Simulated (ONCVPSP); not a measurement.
# LDA (Perdew-Zunger) ONCV dataset for In, scalar-relativistic all-electron reference.

- Element: indium
- Generator: ONCVPSP 4.0.1
- Type: optimised norm-conserving Vanderbilt (ONCV)
- Functional: LDA (Perdew-Zunger)
- Relativity: scalar-relativistic
- Frozen core: [Ar] 3d10
- Valence charge: 21
- Reference configuration: 4s2 4p6 4d10 5s2 (charge +1)
- Partial waves: 4s+5s: rc 1.25 bohr, ncon 4, nbas 7, qcut 8.5 1/bohr, 2 projectors; 4p: rc 0.90 bohr, ncon 3, nbas 7, qcut 10 1/bohr, 3 projectors, debl 2.6 Ha; 4d: rc 1.00 bohr, ncon 5, nbas 8, qcut 10.5 1/bohr, 2 projectors, debl 4 Ha
- Local potential: polynomial inside 0.55 bohr (lpopt 1, dvloc0 2 Ha)
- Core correction: none

In the p channel the program set the typed energies aside and used -3.146, 0.250, 2.850 Ha.

All-electron outer shells of the reference configuration (LDA (Perdew-Zunger), scalar-relativistic, ld1.x):

```tsv
shell	level (eV)	outermost node (bohr)	outermost maximum (bohr)
3d	-440.57	–	0.26
4s	-127.02	0.41	0.77
4p	-85.61	0.42	0.82
4d	-26.25	0.40	0.94
5s	-15.31	1.02	2.11
```

What the tests gave:

```json
{"Cutoffs needed": "52 Ha and 193 Ha (the cutoffs (Ha) at which the residual kinetic energy of the hardest occupied pseudo-wave falls to 1 and 0.1 mHa per electron)", "Ghost test": "ghosts flagged at negative energy: s at -144.8 eV; GHOST(+) flagged for p at 464.1 eV; a true bound ghost makes a file unfit for plane-wave use", "Largest excitation error": "-8.8 meV (all-electron minus pseudo) for 4s2 4p6 4d10 5s0, out of 4 test configurations"}
```

Generation and tests took about 3.4 s on one core of a shared server CPU.
